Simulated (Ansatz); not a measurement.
Harmonic frequencies (cm⁻¹) at PBE0-D4/def2-TZVP from Ansatz: 243, 250, 343, 478, 568, 654, 661, 789, 809, 926, 969, 998, 1081, 1581, 2230, 2236, 2712, 3226.

Each molecule was computed in one conformer, which needn't be the lowest.

(1) Which molecule is it?
A. `C#CS[SiH3]`
B. `FB1[CH2][AlH][Se]1`
C. `SC1=C[SiH2]1`
D. `S[SiH]1C=C1`

Answers

(1) C.
